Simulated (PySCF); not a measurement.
Species: C3H11B2N.
Atom-mapped SMILES: `[BH3-:1][NH2+:2][CH2:3][BH:4][CH:5]=[CH2:6]` (hydrogens: H7, H8, H9 on B1; H10, H11 on N2; H12, H13 on C3; H14 on B4; H15 on C5; H16, H17 on C6)

Torsions of this conformer, `[BH3-:1][NH2+:2][CH2:3][BH:4][CH:5]=[CH2:6]`: B1–N2–C3–B4 180°, N2–C3–B4–C5 180°, C3–B4–C5–C6 -179°.

The closed-shell ground state was solved at several levels (PySCF, density fitting, gas phase, non-relativistic). One conformer (not necessarily the lowest) at the GFN2-xTB geometry, without solvent, vibrations or thermal averaging.

```csv
level,basis functions,HOMO (eV),LUMO (eV),gap (eV),dipole (D)
CAM-B3LYP/def2-SVPD,208,-9.07,-1.30,7.77,6.25
B3LYP/pcJ-1,272,-7.40,-2.62,4.78,6.49
```

(1) What might PBE0/pcSseg-1 (157 basis functions) give for the same quantities?

(2) Over all these levels, which gives the widest orbital gap and which the narrowest?

(3) How far do the dipole and the HOMO energy spread over the levels?

Answers

(1) HOMO -7.57 eV, LUMO -2.44 eV, gap 5.13 eV, dipole 6.50 D.

(2) CAM-B3LYP/def2-SVPD (range-separated hybrid) has the widest, 7.77 eV, and B3LYP/pcJ-1 (global hybrid, 20 % exact exchange) the narrowest, 4.78 eV. Functional and basis both differ between the two, so the spread mixes both effects.

(3) The dipole runs from 6.25 to 6.50 D (mean 6.41 D) and the HOMO from -9.07 to -7.40 eV.
